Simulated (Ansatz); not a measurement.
This geometry of AsH5N2 (8 atoms, charge 0, multiplicity 1) is a first-order saddle point.

Theory: RKS PBE/def2-SVP in Ansatz 0.2.0.

```xyz
8
Properties=species:S:1:pos:R:3
N -1.017 0.717 -0.792
As 0.151 0.655 0.713
N 1.028 -0.883 0.107
H -1.328 1.695 -0.911
H -0.384 0.541 -1.589
H -0.911 -0.002 1.651
H 0.509 -1.753 0.273
H 1.951 -0.969 0.548
```

(1) Which two structures does it join? (They come from a converged band through this point; their orientation in space is the band's.)

(2) How far does it lie above each of them?

Results:

(1) No bond is made or broken. The dihedral H5–N1–As2–H6 goes from 152 to -59°.

Initial state:

```xyz
8
Properties=species:S:1:pos:R:3
N -0.775 0.552 -1.041
As 0.452 0.720 0.387
N 0.998 -1.059 0.369
H -1.643 1.057 -0.820
H -0.381 0.994 -1.883
H -0.722 0.697 1.421
H 0.264 -1.745 0.585
H 1.807 -1.215 0.982
```

Final state:

```xyz
8
Properties=species:S:1:pos:R:3
N -0.718 1.318 -0.642
As 0.187 0.556 0.808
N 0.818 -1.087 0.121
H -0.039 1.783 -1.260
H -1.210 0.617 -1.213
H -1.114 -0.039 1.392
H 0.277 -1.908 0.415
H 1.799 -1.241 0.379
```

(2) 6.3 kJ/mol above the first and 16.6 kJ/mol above the second. This is the barrier of this one path; another mechanism may lie lower.

Run time: 81 s on 1 thread of Arm Neoverse V2, with other jobs on the host, peak memory 0.12 GiB.
